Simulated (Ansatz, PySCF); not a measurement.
Spin states of O2Pt (SMILES [O]=[Pt]=[O]), each relaxed with B3LYP-D3(BJ)/def2-TZVP.
State 1 (charge 0, multiplicity 1):
```xyz
3

Pt    -0.00975     0.01482    -0.02204
O      1.29033     0.22146    -1.09507
O     -1.31374    -0.18891     1.04679
```
State 2 (charge 0, multiplicity 5):
```csv
atom,x (Å),y (Å),z (Å)
Pt,0.2320,-0.1649,0.2372
O,1.2040,0.3171,-1.2538
O,-1.4692,-0.1048,0.9462
```

Singlets are restricted, other states unrestricted; no spin–orbit coupling, no relativity up to Kr; see below for the cores. The largest T1 diagnostic is 0.108.

Correlated levels freeze the inner cores; with def2 sets outer-core shells near the valence are correlated too. CBS(a, b) extrapolates the correlation energy as X⁻³ and adds the Hartree–Fock energy of set b.

Programs: Ansatz (an electronic-structure program) with Gaussian orbitals; PySCF for the dispersion terms. Values without a source in brackets are computed. In def2 rows elements past Kr take small-core potentials, without spin–orbit coupling.

Question: What is the computed energy of the multiplicity-5 state less that of the multiplicity-1 state (CCSD(T)/CBS(def2-SVP, def2-TZVPP))?

Answer: 262 kJ/mol

Question: Give the energy of the multiplicity-5 state less that of the multiplicity-1 state at the level CAM-B3LYP-D3(BJ)/def2-TZVPP.

Answer: 175 kJ/mol

Question: What is the computed energy of the multiplicity-5 state less that of the multiplicity-1 state (BLYP/def2-TZVPP)?

Answer: 226 kJ/mol

Doubts at one or more of the structures used: a restricted determinant that unrestricted orbitals would lower (CCSD(T)/CBS(def2-SVP, def2-TZVPP)); T1 above 0.05 (CCSD(T)/CBS(def2-SVP, def2-TZVPP)).
